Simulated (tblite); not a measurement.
Species: C5H6Br (doublet state).
Numbering: `[CH2:1]/[CH:2]=[CH:3]/[CH:4]=[CH:5]\[Br:6]` (hydrogens: H7, H8 on C1; H9 on C2; H10 on C3; H11 on C4; H12 on C5)
Bond orders are those of one Lewis drawing.

Computed with GFN2-xTB (tblite), gas phase: L-BFGS steps from a force-field or distance-geometry start until the largest atomic force falls under 0.01 eV/Å.

The end geometry, which sets the zero of energy:
```
atom  x, y, z in Å
C1      2.4358   -0.2599   -0.2055
C2      1.1731   -0.1055   -0.6542
C3      0.0479   -0.0101    0.1865
C4     -1.2489    0.1499   -0.2937
C5     -2.3826    0.2452    0.4528
Br6    -2.4003    0.1715    2.3304
H7      3.2713   -0.3309   -0.8786
H8      2.6501   -0.3194    0.8478
H9      0.9964   -0.0499   -1.7216
H10     0.2059   -0.0656    1.2549
H11    -1.3860    0.2057   -1.3676
H12    -3.3615    0.3684    0.0229
```

Task: These geometries come from the run, each turned onto the end geometry. Order them by energy, lowest first.
A.
```
atom  x, y, z in Å
C1      2.4254   -0.1741   -0.1839
C2      1.1515   -0.1944   -0.6373
C3      0.0130   -0.1177    0.1866
C4     -1.2494    0.1528   -0.3276
C5     -2.3601    0.2920    0.4397
Br6    -2.2779    0.0933    2.3003
H7      3.2377   -0.3153   -0.8730
H8      2.6498   -0.0945    0.8681
H9      0.9571   -0.1997   -1.7120
H10     0.1278   -0.2332    1.2586
H11    -1.3372    0.2869   -1.4005
H12    -3.3366    0.5033    0.0551
```
B.
```
atom  x, y, z in Å
C1      2.3982   -0.3147   -0.1542
C2      1.1433   -0.2493   -0.5913
C3      0.0116   -0.1131    0.1996
C4     -1.2220    0.1653   -0.3496
C5     -2.3382    0.2904    0.4156
Br6    -2.1611    0.0789    2.2850
H7      3.1531   -0.2784   -0.8776
H8      2.6211    0.0040    0.8263
H9      0.9404   -0.1348   -1.6363
H10     0.1226   -0.2342    1.2720
H11    -1.3614    0.2884   -1.4229
H12    -3.3062    0.4969    0.0077
```
C.
```
atom  x, y, z in Å
C1      2.4366   -0.2183   -0.1987
C2      1.1712   -0.1832   -0.6641
C3      0.0368   -0.0886    0.1697
C4     -1.2524    0.1515   -0.3001
C5     -2.3765    0.2750    0.4595
Br6    -2.3943    0.1075    2.3312
H7      3.2841   -0.2720   -0.8605
H8      2.6469   -0.1572    0.8575
H9      1.0002   -0.1997   -1.7351
H10     0.1880   -0.1851    1.2379
H11    -1.3946    0.2693   -1.3698
H12    -3.3450    0.5003    0.0467
```
D.
```
atom  x, y, z in Å
C1      2.4052   -0.1760   -0.1821
C2      1.1332   -0.2318   -0.6260
C3      0.0192   -0.1185    0.1875
C4     -1.2283    0.1579   -0.3308
C5     -2.3464    0.2930    0.4250
Br6    -2.2395    0.0883    2.2870
H7      3.2110   -0.3187   -0.8733
H8      2.6465   -0.0732    0.8630
H9      0.9530   -0.1758   -1.6768
H10     0.1175   -0.2335    1.2456
H11    -1.3392    0.2869   -1.3908
H12    -3.3310    0.5008    0.0457
```
E.
```
atom  x, y, z in Å
C1      2.3960   -0.3975   -0.1385
C2      1.1528   -0.2490   -0.5681
C3     -0.0015   -0.1102    0.2095
C4     -1.2278    0.1691   -0.3598
C5     -2.3407    0.2898    0.4154
Br6    -2.1266    0.0744    2.2860
H7      3.1389   -0.2544   -0.8914
H8      2.6102    0.0453    0.8213
H9      0.9316   -0.1175   -1.6372
H10     0.1289   -0.2355    1.2938
H11    -1.3722    0.2902   -1.4470
H12    -3.2885    0.4946   -0.0097
```

Result: C (0.015 eV), A (0.071 eV), D (0.136 eV), B (0.369 eV), E (0.635 eV).

In the order of the answer:

```csv
step,E above end (eV),largest force (eV/Å),rms force component (eV/Å),rms distance from end (Å),rms bond change (Å),bond most changed (Å)
17,0.015,0.09,0.033,0.096,0.002,C2=C3 +0.003
7,0.071,0.46,0.143,0.128,0.004,C2–H9 +0.009
5,0.136,0.95,0.264,0.138,0.011,C2=C3 -0.024
3,0.369,1.27,0.433,0.165,0.015,C1–H7 -0.029
2,0.635,2.60,0.715,0.185,0.015,C1–C2 -0.025
```

The cost below is that of the whole relaxation. The run took 0.19 s on one thread, Arm Neoverse V2 (aarch64), shared host with 96 logical CPUs at a one-minute load of 36.
